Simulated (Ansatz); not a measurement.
Born–Oppenheimer molecular dynamics of Cl2FHHfO (6 atoms, charge 0, multiplicity 1). It starts from a relaxed structure.

Computed with RKS BLYP/def2-SVP (Ansatz).

```yaml
ensemble: NVT, Langevin thermostat
time_step: 0.5 fs
steps_asked: 250
set_temperature: 1000 K
friction: 0.02 /fs
seed: 315657
```

First frame:

```xyz
6
Properties=species:S:1:pos:R:3
Hf -0.081 -0.066 -0.070
O -0.316 -0.110 1.831
H -0.458 -0.101 2.789
Cl 2.238 0.003 -0.598
F -0.919 1.519 -0.759
Cl -1.117 -1.968 -1.054
```

(1) What does the run give?

(2) What happens to the structure?

(3) How do temperature and energy run in time?

Results:

(1) All steps were run.

* steps done: 250
* time covered: 125 fs
* mean temperature over the second half: 838 K
* spread of the potential energy over the second half: 7.8 meV per atom
* mean potential energy of the second half above the start: 48.7 meV per atom

The mean temperature of the second half is 16 % below the set value. A run of 0.12 ps of so small a system gives no equilibrium averages.

(2) The same pairs are bonded in the first frame and the last. Pairs count as bonded within 1.25 times the sum of covalent radii (0.12 Å more for H–H). This is one draw of velocities; another would differ in detail.

(3) 
| time (fs) | T (K) | potential energy less start (eV) |
| --- | --- | --- |
| 0 | 833 | 0.000 |
| 10 | 753 | 0.091 |
| 20 | 722 | 0.147 |
| 30 | 620 | 0.197 |
| 40 | 397 | 0.232 |
| 50 | 363 | 0.244 |
| 60 | 570 | 0.328 |
| 70 | 1046 | 0.338 |
| 80 | 900 | 0.230 |
| 90 | 834 | 0.281 |
| 100 | 822 | 0.281 |
| 110 | 556 | 0.304 |
| 120 | 838 | 0.252 |

Run time: 7.4 min on 2 threads of AMD EPYC 7R32 (Zen 2), with other jobs on the host, peak memory 0.21 GiB.
